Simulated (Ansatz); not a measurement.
A structure relaxed at PBE0-D4/def2-TZVP, charge 0, multiplicity 1:

```xyz
26

C    -1.666   -0.382    2.306
C    -1.352    0.119    1.103
N    -0.114    0.294    0.542
C     1.021   -0.198    1.289
C     1.256   -1.700    1.200
C    -0.038    0.533   -0.913
C    -0.838    1.788   -1.269
C     1.404    0.779   -1.339
C    -0.589   -0.665   -1.693
H    -0.941   -0.773    3.007
H    -2.703   -0.388    2.613
H    -2.168    0.459    0.475
H     0.855    0.085    2.333
H     1.917    0.339    0.977
H     1.577   -1.996    0.198
H     0.345   -2.252    1.440
H     2.036   -2.006    1.902
H    -0.484    2.641   -0.686
H    -1.907    1.671   -1.087
H    -0.715    2.016   -2.330
H     1.421    0.996   -2.408
H     2.042   -0.091   -1.172
H     1.836    1.636   -0.816
H    -1.623   -0.872   -1.409
H    -0.002   -1.563   -1.496
H    -0.566   -0.469   -2.768
```

(1) Give its formula and SMILES.

(2) Point group (tolerance 0.08 Å, 0.16 Å for H)?

(3) Summarise the bond lengths by kind.

## Answers

(1) C8H17N, `C=CN(CC)C(C)(C)C`.

(2) C1.

(3) 5 × C–C 1.341 to 1.532 Å; 17 × C–H 1.081 to 1.094 Å; 3 × C–N 1.370 to 1.476 Å.

Results of the Gaussian-basis code of Ansatz.
